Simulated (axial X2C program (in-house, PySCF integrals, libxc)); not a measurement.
GaS⁺: from the spin-free to the two-component result

Computed with an in-house all-electron X2C program for linear molecules (integrals from PySCF). Spin-free means the one-electron spin-free X2C Hamiltonian; two-component (2c) means X2C with spin–orbit coupling and atomic mean-field two-electron Coulomb and Gaunt terms, so the difference of the two also holds small scalar two-electron terms. Basis: Ga dyall-cv3z [9s9p7d4f1g], S dyall-av3z [9s8p3d2f] (cores contracted in-house); Gaussian nuclei, density fitting, unrestricted open shells. Masses: Ga 68.926 u, S 31.972 u.

Spin-free state: M_S = 1, Λ = 1 (beyond evenly filled blocks: σα, π+α, π+β, π-α); fragments Ga+ + S.

| level | Re (Å) | ωe (cm⁻¹) | De (eV) | μ (D) |
| --- | --- | --- | --- | --- |
| PBE0 | 2.287 | 258.0 | 0.448 | -1.32 |
| CCSD | 2.370 | 176.2 | 0.211 | n/a |
| CCSD(T) | 2.331 | 220.5 | 0.314 | n/a |
| r2SCAN0 | 2.251 | 283.9 | 0.389 | -1.36 |

Correlated methods: 8 electrons correlated (number of frozen shells: Ga 3 s, 2 p, 1 d; S 2 s, 1 p), 260 virtual spin orbitals or spinors in MP2, 90 natural virtuals in coupled cluster.

Dipoles are positive if S is the positive end and refer to the centre of mass.

Two-component determinant lowest at the distance of the search:

Ω = 2 (⟨Sz⟩ = 1.00, ⟨Lz⟩ = 1.00 at HF); fragments Ga+ + S.

| level | Re (Å) | ωe (cm⁻¹) | De (eV) | μ (D) |
| --- | --- | --- | --- | --- |
| PBE0 | 2.287 | 258.0 | 0.473 | -1.31 |
| CCSD | 2.371 | 175.6 | 0.221 | n/a |
| CCSD(T) | 2.332 | 220.2 | 0.315 | n/a |
| r2SCAN0 | 2.251 | 283.9 | 0.414 | -1.36 |

Task: From the two tables, how do the constants change at the CCSD(T) level (2c against spin-free)?

Result: At the CCSD(T) level Re is unchanged within 0.001 Å and ωe goes down by 0.3 cm⁻¹; De changes by 0.001 eV.

The state is a single determinant with fixed occupations, the lowest that a limited PBE0 search found. De is counted from the lowest determinant-based energies of the atoms at the same level, without counterpoise correction. Density functionals use the spin component along the axis (collinear). Coupled cluster ran in a truncated set of natural virtual spinors; the MP2 energy of the rest was added. (T) has no such correction and the atoms are truncated less, which lowers De at CCSD(T) by a hundredth of an eV or more. The 2c atoms are single determinants rather than J levels; their spin–orbit lowering is only partly caught, and De is too large by that part. This holds for PBE0, r2SCAN0. PBE0 can misorder states that lie within some tenths of an eV, so this need not be the ground state of the molecule. The nearest other spin-free determinant of the search, M_S = 0, Λ = 1, lies 0.21 eV up at the distance of the search. Without a current term, density functionals place determinants with orbital angular momentum somewhat too high. The atomic limit has a lower orbital projection than the molecule and lies lower at mean-field level, so De may be about a tenth of an eV too small. With several unpaired electrons one determinant need not be a pure state. Open-shell Ω = 0 determinants with evenly filled partner blocks cannot be reached by this program, so the Ω shown need not be the lowest component. With the outer-core shells frozen, correlated bond lengths of heavy atoms tend to come out a few hundredths of an ångström too long.
